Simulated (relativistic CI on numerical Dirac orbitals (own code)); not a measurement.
# d2 in a ligand field

Computed with a parametric ligand-field model of a d^n configuration (Racah B and C, spin-orbit zeta, crystal field), exact diagonalisation.

Field parameters in Wybourne normalisation: Oh B⁴₀ = 21Dq, B⁴₄ = √(5/14) B⁴₀; Td as Oh with Dq negative (B⁴₀ = 21Dq, B⁴₄ = √(5/14) B⁴₀). The field is a parameter set, without covalency.

(1) Lowest levels for B = 570, C = 2110, ζ = 420 cm⁻¹, Oh, 10Dq = 7000 cm⁻¹?

(2) Lowest levels for B = 770, C = 3960, ζ = 550 cm⁻¹, Td, 10Dq = -7650 cm⁻¹?

(3) Lowest levels for B = 370, C = 1340, ζ = 600 cm⁻¹, Oh, 10Dq = 29450 cm⁻¹?

(4) Lowest levels for B = 560, C = 2570, ζ = 410 cm⁻¹, Td, 10Dq = -5650 cm⁻¹?

(5) Lowest levels for B = 350, C = 1680, ζ = 3200 cm⁻¹, Oh, 10Dq = 33350 cm⁻¹?

Results:

(1) E 0 (S 1.00), T2 49 (S 1.00), T1 651 (S 1.00), A1 959 (S 1.00), T2 6317 (S 0.96), A2 6368 (S 1.00), T1 6702 (S 1.00), E 6736 (S 1.00), T2 8481 (S 0.12) cm⁻¹, with S from ⟨S²⟩ = S(S + 1). The ground level has 0.08 electrons in the cubic e pair.

(2) T2 0 (S 1.00), A2 7470 (S 1.00), T2 7608 (S 1.00), E 7620 (S 0.99), T1 7828 (S 1.00), E 12355 (S 0.93), T2 12427 (S 1.00), T1 13063 (S 1.00), A1 13291 (S 1.00) cm⁻¹, with S from ⟨S²⟩ = S(S + 1). The ground level has 1.99 electrons in the cubic e pair.

(3) E 0 (S 0.99), T2 15 (S 1.00), T1 735 (S 1.00), A1 1025 (S 1.00), T2 5412 (S 0.02), E 5456 (S 0.02), A1 12388 (S 0.01), A2 28604 (S 1.00), T2 28747 (S 1.00) cm⁻¹, with S from ⟨S²⟩ = S(S + 1). The ground level has 0.01 electrons in the cubic e pair.

(4) T2 0 (S 1.00), A2 5517 (S 1.00), E 5612 (S 0.98), T2 5619 (S 1.00), T1 5783 (S 1.00), E 8966 (S 0.75), T2 9164 (S 1.00), T1 9633 (S 1.00), E 9706 (S 0.49) cm⁻¹, with S from ⟨S²⟩ = S(S + 1). The ground level has 1.99 electrons in the cubic e pair.

(5) E 0 (S 0.94), T2 208 (S 0.94), T1 4752 (S 1.00), A1 4784 (S 0.90), T2 9003 (S 0.19), E 9235 (S 0.18), A1 17846 (S 0.27), A2 34220 (S 1.00), T2 34834 (S 0.98) cm⁻¹, with S from ⟨S²⟩ = S(S + 1). The ground level has 0.03 electrons in the cubic e pair.
